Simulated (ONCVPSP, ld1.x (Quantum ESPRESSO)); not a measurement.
## Potentials for Os (Z = 76) compared

Generated with ld1.x 7.5 (TM, RRKJ, ultrasoft, PAW), atompaw 4.2 or ONCVPSP 4.0.1. The cutoff is in Ry: for ld1.x and atompaw files where the sum of valence levels is converged to 10 mRy in a Bessel basis, for ONCV files where the hardest occupied wave has 1 mHa per electron of residual kinetic energy. The error is the largest all-electron minus pseudo excitation energy over each file’s own four to seven test configurations (ionisations up to +4, promotions, holes and added fractions of an electron), all of which were solved. The labels leave out finer settings (local radius, basis sizes, second energies), which also bear on the numbers. Spin-polarised tests are not counted. The rows are a selection from randomly drawn settings: files with unsolved tests, undetermined cutoffs or missed reference levels are left out.

| potential | cutoff (Ry) | largest error (meV) | bound ghosts |
| --- | --- | --- | --- |
| ONCV, LDA (Perdew-Wang 92), non-relativistic, rc 2.15/2.05/2.15 (spd), local smoothed, core correction yes, reference 5s2 5p6 5d6 6s2, qcut 6.3/5.8/7.3, projectors 2/2/2 | 34 | -6.7 | none |
| ONCV, PBEsol, scalar-relativistic, rc 1.95/1.45/2.35 (spd), local smoothed, core correction yes, reference 5s2 5p6 5d6 6s2, qcut 5.3/10.4/6.3, projectors 2/2/2 | 70 | -27 | none |
| ONCV, PBE, scalar-relativistic, rc 1.35/1.30/1.90 (spd), local smoothed, core correction no, reference 5s2 5p6 5d7 6s1, qcut 8.9/7.1/9.2, projectors 3/2/2 | 97 | -2.9 | none |

Fill in the row for Os: ONCV, PBE, fully relativistic, rc 1.70/1.15/1.80/1.45 (spdf), local smoothed, core correction yes, reference 5s2 5p6 5d6 6s1.75, qcut 6.8/6.6/4.5/8.1, projectors 2/2/1/1.

cutoff 222 Ry, largest error -29 meV, bound ghosts: none.

Fill in the row for Os: PAW, PBE, scalar-relativistic, rc 1.80/2.00/2.00 (spd), local smoothed, core correction yes, reference 5s2 5p6 5d6 6s2 6p0.

cutoff 30 Ry, largest error -44 meV, bound ghosts: none.

Fill in the row for Os: TM, PBE, non-relativistic, rc 2.15/1.70/1.80 (spd), local s, core correction no, reference 5p6 5d6 6s1 6p0.

cutoff 45 Ry, largest error -225 meV, bound ghosts: none.
